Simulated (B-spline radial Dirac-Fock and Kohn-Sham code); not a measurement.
Energy-loss ionisation edge N4 (4d3/2) of Ta

System: the Ta atom, [Xe] 4f14 5d3 6s2. Level of theory: the first Born approximation with generalised oscillator strengths from a Dirac-Hartree-Slater potential (longitudinal and transverse terms; continuum final states only, so no white lines or fine structure); a radial B-spline solver. The edge is taken at 237.9 eV (tabulated value).

Partial cross sections σ(β, Δ) in barn, integrated over a window Δ above the edge and up to the collection semi-angle β, for parallel illumination:

```
E₀ (kV)  β (mrad)  Δ = 25 eV  Δ = 50 eV  Δ = 100 eV  Δ = 200 eV  Δ = 300 eV
     60         5        431        719        1070        1690        2200
     60        20       1180       2030        3140        5320        7320
     60       100       2120       3970        6680       11800       16600
     80         5        431        724        1090        1750        2320
    100        10        665       1140        1740        2950        4050
    100       100       1480       2770        4660        8240       11700
    120        10        636       1090        1680        2850        3940
    120        20        929       1630        2560        4390        6100
    120       100       1320       2460        4140        7320       10400
    200        10          ?          ?           ?           ?           ?
    200        20        804       1430        2280        3930        5500
    200       100        981       1830        3070        5440        7760
    300         5        391        669        1030        1770        2460
    300        50        811       1510        2520        4470        6380
```

Task: Give the row for 200 kV and 10 mrad.

Result: 573 b for 25 eV, 989 b for 50 eV, 1540 b for 100 eV, 2640 b for 200 eV, 3680 b for 300 eV.

Values without a named source are computed, but for edge energies of neutral atoms, which are taken from tables.
